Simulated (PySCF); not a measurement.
```xyz
10

N      2.7888    -0.3062    -0.0186
C      1.6611    -0.2961     0.2373
C      0.2604    -0.2775     0.5422
C     -0.7407    -0.4758    -0.5803
C     -0.5881     0.8746     0.0381
H      0.0102    -0.6926     1.5106
H     -1.6187    -1.0609    -0.3413
H     -0.3380    -0.6319    -1.5717
H     -1.3599     1.2301     0.7076
H     -0.0811     1.6421    -0.5305
```

Charge 0, multiplicity 1.

Question: Give the Mulliken and meta-Löwdin atomic charges from TPSSh-D3(BJ)/def2-TZVP in PySCF.

Answer: 
```json
[
 {"atom": "N1", "Mulliken (e)": "0.01", "meta-Löwdin (e)": "-0.24"},
 {"atom": "C2", "Mulliken (e)": "-0.28", "meta-Löwdin (e)": "0.10"},
 {"atom": "C3", "Mulliken (e)": "0.02", "meta-Löwdin (e)": "-0.13"},
 {"atom": "C4", "Mulliken (e)": "-0.22", "meta-Löwdin (e)": "-0.21"},
 {"atom": "C5", "Mulliken (e)": "-0.22", "meta-Löwdin (e)": "-0.21"},
 {"atom": "H6", "Mulliken (e)": "0.14", "meta-Löwdin (e)": "0.15"},
 {"atom": "H7", "Mulliken (e)": "0.13", "meta-Löwdin (e)": "0.13"},
 {"atom": "H8", "Mulliken (e)": "0.14", "meta-Löwdin (e)": "0.13"},
 {"atom": "H9", "Mulliken (e)": "0.13", "meta-Löwdin (e)": "0.13"},
 {"atom": "H10", "Mulliken (e)": "0.14", "meta-Löwdin (e)": "0.13"}
]
```
